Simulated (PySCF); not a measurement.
input.py for AsO3⁻

File input.py (PySCF 2.14):

```python
from pyscf import gto, scf

mol = gto.M(
    atom='As 0 0 0; O 1.6093 0 0; O -0.8046 1.3937 0; O -0.8047 -1.3937 0',
    basis='ano-rcc-vdzp',
    charge=-1,
    spin=0,
    verbose=4,
)
mf = scf.RHF(mol)
mf = mf.sfx2c1e()
mf.kernel()
mf.dip_moment()
print('orbital energies (hartree):', mf.mo_energy[..., max(0, mol.nelec[1]-3):mol.nelec[0]+3].round(4))
```

```bash
$ OMP_NUM_THREADS=1 python input.py
```

Output (some set-up lines removed):

```
PySCF version 2.14.0

[INPUT] Symbol           X                Y                Z      unit          X                Y                Z       unit  Magmom
[INPUT]  1 As     0.000000000000   0.000000000000   0.000000000000 AA    0.000000000000   0.000000000000   0.000000000000 Bohr   0.0
[INPUT]  2 O      1.609300000000   0.000000000000   0.000000000000 AA    3.041136252263   0.000000000000   0.000000000000 Bohr   0.0
[INPUT]  3 O     -0.804600000000   1.393700000000   0.000000000000 AA   -1.520473639825   2.633711299806   0.000000000000 Bohr   0.0
[INPUT]  4 O     -0.804700000000  -1.393700000000   0.000000000000 AA   -1.520662612438  -2.633711299806   0.000000000000 Bohr   0.0

nuclear repulsion = 296.879013070945
number of shells = 12
number of NR pGTOs = 309
number of NR cGTOs = 69
basis = ano-rcc-vdzp
ecp = {}

******** <class 'pyscf.x2c.sfx2c1e.sfX2C1eRHF'> ********
method = sfX2C1eRHF
initial guess = minao
damping factor = 0
level_shift factor = 0
DIIS = <class 'pyscf.scf.diis.CDIIS'>
SCF conv_tol = 1e-09
SCF max_cycles = 50

******** <class 'pyscf.x2c.sfx2c1e.SpinFreeX2CHelper'> ********
approx = 1e
xuncontract = 1
Initial guess from minao.
init E= -2484.1598155895
  HOMO = -0.451583474479342  LUMO = -0.0592914441594976  gap/eV = 10.67481
cycle= 1 E= -2483.64101027011  delta_E= 0.519  |g|= 0.974  |ddm|= 3.25
  HOMO = -0.159939697943685  LUMO = 0.271874985699246  gap/eV = 11.75028
cycle= 2 E= -2483.72095883002  delta_E= -0.0799  |g|= 0.772  |ddm|= 1.27
  HOMO = -0.265869392112953  LUMO = 0.265141405755386  gap/eV = 14.44954
cycle= 3 E= -2483.83857495905  delta_E= -0.118  |g|= 0.0325  |ddm|= 0.591
  HOMO = -0.263694512033147  LUMO = 0.2712799845764  gap/eV = 14.55740
cycle= 4 E= -2483.83906556025  delta_E= -0.000491  |g|= 0.00936  |ddm|= 0.0674
  HOMO = -0.266485367765428  LUMO = 0.27044513315759  gap/eV = 14.61062
cycle= 5 E= -2483.83911321055  delta_E= -4.77e-05  |g|= 0.00258  |ddm|= 0.0193
  HOMO = -0.266570019285405  LUMO = 0.27078191013854  gap/eV = 14.62209
cycle= 6 E= -2483.83911767047  delta_E= -4.46e-06  |g|= 0.000794  |ddm|= 0.00466
  HOMO = -0.266823948820464  LUMO = 0.27082703996892  gap/eV = 14.63023
cycle= 7 E= -2483.8391181671  delta_E= -4.97e-07  |g|= 0.000193  |ddm|= 0.0018
  HOMO = -0.266859780250999  LUMO = 0.270856436250593  gap/eV = 14.63200
cycle= 8 E= -2483.83911819302  delta_E= -2.59e-08  |g|= 4.39e-05  |ddm|= 0.000463
  HOMO = -0.26686372215627  LUMO = 0.270857681457875  gap/eV = 14.63214
cycle= 9 E= -2483.83911819387  delta_E= -8.44e-10  |g|= 2.45e-05  |ddm|= 8.65e-05
  HOMO = -0.266864608153833  LUMO = 0.270857428152449  gap/eV = 14.63216
Extra cycle  E= -2483.83911819392  delta_E= -4.91e-11  |g|= 2.3e-05  |ddm|= 3.55e-05
converged SCF energy = -2483.83911819392
Dipole moment(X, Y, Z, Debye):  0.00000,  0.00002,  0.00000
orbital energies (hartree): [-0.275  -0.275  -0.2669  0.2709  0.2844  0.3397]
```

In short: E(SCF) = -2483.839118 Eh, 9 cycles.

Run time: 16 s on 1 thread of Arm Neoverse N1 (shared host).

The basis has no diffuse functions, which an anion needs. The dipole of an ion depends on the origin.
